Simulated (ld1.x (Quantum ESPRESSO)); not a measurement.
## Before and after: PAW potential for Al

Al, PAW, made with ld1.x (Quantum ESPRESSO) 7.5 (revPBE, scalar-relativistic). Core [Ne], reference 3s1.5 3p1.5. Waves: 3s (bound): rcut 1.75, rcutus 2.40 bohr; 3s channel at -0.2 Ry: rcut 1.75, rcutus 2.40 bohr; 3p (bound): rcut 2.40, rcutus 2.75 bohr; 3p channel at 2.65 Ry: rcut 2.40, rcutus 2.75 bohr; 3d channel at -0.15 Ry: rcut 2.50, rcutus 3.00 bohr; 3d channel at 1.55 Ry: rcut 2.50, rcutus 3.00 bohr. Local part: all-electron potential smoothed inside 1.85 bohr (lloc = -1). Core correction: Bessel-smoothed model core inside 2.45 bohr. Augmentation charge: PSQ, radius 1.25 bohr.

Change: all radii but the core radius scaled by about 0.93 (s 2.22, p 2.56, d 2.78 bohr, rcut 1.62/2.22/2.32); local potential all-electron potential smoothed inside 1.72 bohr (lloc = -1); augmentation PSQ, radius 1.16 bohr.

Cutoffs: the cutoffs (Ry, on a coarse ladder) from which the occupation-weighted sum of valence levels, in a spherical-Bessel basis at the reference potential, stays within 10 and 1 mRy of its value at 400 Ry; they do not see the model core or the augmentation charge, which bear on the density cutoff. Errors are all-electron minus pseudo energies relative to the spin-unpolarised reference configuration.

Predict the effect on cutoff, ghosts and configuration errors.

Both files are so soft that the ladder of cutoffs tells neither apart; of the 7 tests that both files solve, the error grows in 0 and shrinks in 2 by more than 15 % and 0.3 meV (median size 0.3 → 0.1 meV); neither file shows a bound ghost.

```csv
quantity,base,changed
"cutoff, loose",6 Ry,6 Ry
"cutoff, tight",8 Ry,8 Ry
bound ghosts,none,none
"error for 3s2 3p1, meV [ΔE -2.54 eV]",+0.1,-0.1
"error for 3s2 3p0, meV [ΔE 3.21 eV]",+0.3,+0.1
"error for 3s1 3p0, meV [ΔE 22.36 eV]",-11,-8.2
"error for 3s1 3p2, meV [ΔE 2.58 eV]",-0.1,-0.2
"error for 3s2 3p1.3, meV [ΔE -3.11 eV]",+0.1,0.0
"error for 3s0 3p3, meV [ΔE 7.85 eV]",-2.2,-2.2
"error for 3s2 3p0.5, meV [ΔE -0.46 eV]",+0.4,0.0
lowest overlap eigenvalue by channel,"s 0.46, p 0.68, d 0.96","s 0.47, p 0.73, d 0.97"
```
